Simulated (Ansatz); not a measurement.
Coupled-cluster diagnostics for the cluster InO2H (the lowest singlet isomer of a short search), Ansatz.

Geometry of the singlet (PBE0-D4/def2-TZVP):

Cartesian coordinates in Å:
```
In -1.301 0.768 -1.050
O 0.412 -0.681 0.037
O 0.508 0.779 0.030
H 0.381 -0.865 0.983
```

In the def2 sets In takes a core potential; there is no spin–orbit coupling. Correlated methods freeze 6 core orbitals; core or outer-core shells of In are correlated, in sets that lack core-valence functions. The structure holds one bond between oxygen atoms, so isomers without such links may lie far lower. The structure comes from a short search, and lower isomers may exist.

Problem. Estimate the CCSD(T) correlation energy, the shares of MP2 and (T), T1 and the reference's ⟨S²⟩ for: charge 0, singlet, own geometry in def2-TZVPP; charge 0, singlet, own geometry in def2-TZVPD; charge 1, doublet, vertical in def2-TZVPP; charge -1, doublet, vertical in def2-TZVPD; and the rough time on 2 threads of Arm Neoverse V2 on a shared host.

Solution. 
| state | basis | correlation (eV) | MP2 share (%) | (T) share (%) | T1 | ⟨S²⟩ (pure) | wall time | remarks |
| --- | --- | --- | --- | --- | --- | --- | --- | --- |
| charge 0, singlet, own geometry | def2-TZVPP | -21.178 | 96.9 | 3.7 | 0.019 | 0.00 (0.00) | 19 s | – |
| charge 0, singlet, own geometry | def2-TZVPD | -21.269 | 96.9 | 3.8 | 0.020 | 0.00 (0.00) | 32 s | large T1 |
| charge 1, doublet, vertical | def2-TZVPP | -20.183 | 94.1 | 3.7 | 0.036 | 0.87 (0.75) | 85 s | spin-contaminated |
| charge -1, doublet, vertical | def2-TZVPD | -21.476 | 96.5 | 3.8 | 0.027 | 0.77 (0.75) | 2.9 min | HOMO above zero |
Customary marks for T1 are 0.02 (closed shells), 0.045 (open shells) and about 0.05 (3d metals). T1 exceeds 0.02 in 3 of 4 rows and 0.045 in 0; the higher it lies, the less the single-reference result can be trusted.
